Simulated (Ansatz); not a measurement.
Two isomers of CH9AlBNSi: A = `[BH2][AlH][N](C)[SiH3]`, B = `C[SiH2]B[NH][AlH2]`.

Gas-phase electronic energies from Ansatz, PBE0-D4/def2-TZVP geometries. CBS: MP2 limit from def2 TZ/QZ plus the TZ coupled-cluster correction, frozen cores. DFT in def2-TZVPP. B3LYP here is the variant with VWN-RPA as its local correlation; programs differ in this. Each species was taken in one conformer, which may not be the lowest.

(1) Which is lower in electronic energy at CCSD(T)/CBS, and by how much? (An estimate is asked.)

(2) Give E(B) − E(A) in kJ/mol with MP2/def2-TZVPP, B3LYP, B2PLYP, ωB97M-V, PBE0-D4, PBE-D4, HF/def2-TZVPP. (Estimate.)

Largest T1 diagnostic: 0.012.

## Answers

(1) Computed: B, by 164.3 kJ/mol.

(2) Ansatz gave: MP2/def2-TZVPP -166.1, B3LYP -168.6, B2PLYP -166.8, ωB97M-V -169.3, PBE0-D4 -173.3, PBE-D4 -177.1, HF/def2-TZVPP -148.4. None reverses the order clearly.

In def2-TZVPP, CCSD(T) changes the Hartree–Fock value by −14.4 kJ/mol (the triples alone add −2.6 kJ/mol) and MP2 by −17.7 kJ/mol. From PBE to PBE0 (25 % exact exchange), in def2-TZVPP and without D4, E(B) − E(A) moves by +4.0 kJ/mol.
